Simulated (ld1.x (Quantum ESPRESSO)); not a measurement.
Configuration tests for F (PAW)

ld1.x (Quantum ESPRESSO) 7.5 input, shortened:

```
&input
   title='F', zed=9., rel=0, dft='PBE', iswitch=3,
   config='[He] 2s2 2p3'
 /
 &inputp
   pseudotype=3, lpaw=.true., tm=.true., lloc=-1, rcloc=0.80,
   nlcc=.true., new_core_ps=.true., rcore=0.50,
   which_augfun='PSQ', rmatch_augfun=0.50
 /
4
2S  1  0   2.00   0.00  0.65  0.85  0.0
2S  1  0   0.00  -4.45  0.65  0.85  0.0
2P  2  1   3.00   0.00  0.85  1.10  0.0
2P  2  1   0.00  -3.25  0.85  1.10  0.0
 &test
   configts(1)='2s2 2p3'
 /
```

Energies are relative to the spin-unpolarised reference configuration 2s2 2p3; without spin polarisation the order of configurations can differ from experiment.

```csv
valence configuration,charge,ΔE all-electron (eV),error AE − PS (meV)
2s2 2p5,0,-57.796,-7.3
2s2 2p4,+1,-38.395,-3.1
2s2 2p5.3,-0.3,-60.469,-8.0
2s2 2p4.5,+0.5,-50.248,-5.4
2s2 2p1,+4,146.441,-11
```

Question: What are ΔE and the potential's error for 2s2 2p2?

Answer: ΔE = 60.643 eV all-electron; the error (AE − PS) is -3.9 meV.

Question: What are ΔE and the potential's error for 2s1 2p6?

Answer: ΔE = -39.073 eV all-electron; the error (AE − PS) is -9.3 meV.
